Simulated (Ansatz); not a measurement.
Reaction (isomerisation): `N[BH][SnH3]` → `[BH2][SnH2][NH2]`

Isolated molecules relaxed with PBE0-D4/def2-TZVP in Ansatz; ΔE leaves out vibrations. CCSD(T)/CBS adds triple-zeta CCSD(T) − MP2 to the extrapolated MP2 energy (def2 sets, frozen cores). DFT in def2-TZVPP. def2 core potentials past Kr. For Sn outer-core shells are correlated without core-valence functions, which leaves a few kJ/mol of doubt a bond. One conformer a species, not always the lowest.

Q: Is it downhill or uphill in electronic energy at CCSD(T)/CBS, and by how much? (An estimate is asked.)

A: The calculation gave: Uphill: ΔE = +161.5 kJ/mol.

Q: What do these levels give: PBE-D4, BLYP-D4, r2SCAN-D4, BHLYP-D4, CAM-B3LYP-D4, B2PLYP, PBE-QIDH, revPBE, r2SCANh, RPA@PBE/def2-TZVPP, MP2/def2-SVP, HF/def2-QZVPP? (Best estimate.)

A: Ansatz gave: PBE-D4 176.9, BLYP-D4 170.0, r2SCAN-D4 173.2, BHLYP-D4 167.8, CAM-B3LYP-D4 173.9, B2PLYP 167.9, PBE-QIDH 170.8, revPBE 170.1, r2SCANh 173.7, RPA@PBE/def2-TZVPP 160.3, MP2/def2-SVP 189.4, HF/def2-QZVPP 153.1 kJ/mol.

Largest T1 diagnostic among the species: 0.014.

At CCSD(T), def2-SVP lies +29.4 kJ/mol from the extrapolated value and def2-TZVPP +4.0 kJ/mol. In def2-TZVPP, CCSD(T) changes the Hartree–Fock value by +11.2 kJ/mol (the triples alone add +1.8 kJ/mol) and MP2 by +11.0 kJ/mol. Leaving LDA and LC-ωPBE aside and taking each functional with its dispersion term where it has one, the values, not all of them listed here, spread over 11.0 kJ/mol, from ωB97X-V to PBE-D4. LDA lies +22.1 kJ/mol from PBE without D4.
